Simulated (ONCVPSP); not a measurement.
Building the ONCV potential for argon (PBE, scalar-relativistic).

* Element: Ar (Z = 18)
* Generator: ONCVPSP 4.0.1
* Type: optimised norm-conserving Vanderbilt (ONCV)
* Functional: PBE
* Relativity: scalar-relativistic
* Frozen core: [He]
* Valence charge: 16
* Reference configuration: 2s2 2p6 3s2 3p4 (charge +2)
* Partial waves: 2s+3s: rc 0.80 bohr, ncon 3, nbas 7, qcut 15.8 1/bohr, 2 projectors; 2p+3p: rc 0.55 bohr, ncon 4, nbas 8, qcut 24.1 1/bohr, 2 projectors
* Local potential: polynomial inside 0.35 bohr (lpopt 5, dvloc0 0 Ha)
* Core correction: polynomial model core, fcfact 0.7

What the tests gave:

```json
{
 "Cutoffs needed": "247 Ha and 276 Ha (the cutoffs (Ha) at which the residual kinetic energy of the hardest occupied pseudo-wave falls to 1 and 0.1 mHa per electron)",
 "Ghost test": "no bound ghost flagged; no localised positive-energy state flagged",
 "Largest excitation error": "+2.2 meV (all-electron minus pseudo) for 2s2 2p6 3s2 3p3, out of 4 test configurations",
 "rms error of d²Exc/dni dnj": "2.80 mHa without and 3.28 mHa with the model core"
}
```

Generation and tests took about 2.3 s on one core of a shared server CPU.
